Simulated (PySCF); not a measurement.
## Structure elucidation problem

Molecular formula: C2H10O3Si4. Simulated spectra:

1H NMR (500 MHz, computed): δ 5.32 (d, 2H), 5.31 (s, 6H), 4.05 (s, 1H), 2.11 (t, 1H).

13C{1H} NMR (computed): δ 104.2 (CH), 90.6 (C).

PySCF calculation with PBE0/pcSseg-1 with gauge-including orbitals and coordinates at the GFN2-xTB level; no solvent model, relativity neglected, one conformer, one averaged value for each set of equivalent atoms.

δ = σ(ref) − σ, references computed at the same level: 1H (σ = 31.72 ppm), 13C (σ = 186.93 ppm) against TMS.

What is the structure?

Answers


1. Rings plus π bonds: 2 (no ring in the answer).
2. 2 carbon signals for 2 carbons: no two carbons are equivalent.
3. Carbon types of the structure: 1 × C, 1 × CH, leaving 9 H on heteroatoms.
4. δC 104.2: terminal alkyne carbon; sp carbons lie upfield of alkene carbons because the cylindrical π system leaves one tensor component strongly shielded.
5. δC 90.6: alkyne carbon; sp carbons lie upfield of alkene carbons because the cylindrical π system leaves one tensor component strongly shielded.
6. δH 5.32: hydrogen on a silicon bonded to C, O.
7. δH 5.31: hydrogen on a silicon bonded to O.
8. δH 4.05: hydrogen on a silicon bonded to 3 O.
9. δH 2.11: hydrogen on a terminal alkyne carbon; it lies on the axis of the triple bond, in its shielding cone.

The compound is SMILES C#C[SiH2]O[SiH](O[SiH3])O[SiH3].

The data come from this structure; uniqueness wasn't tested.

Shifts are as computed. Against solution values, carbons near 30 ppm lie about +3 ppm off and those near 130 ppm about +5 ppm. Of 1211 compounds with measured shifts, 218 miss one by over three times the rms of a fit or turn the order of signals round; such compounds aren't used in these exercises. Multiplicities follow the n + 1 count of equivalent neighbours, as no J values were calculated; m marks all less simple cases, F and P coupling included.
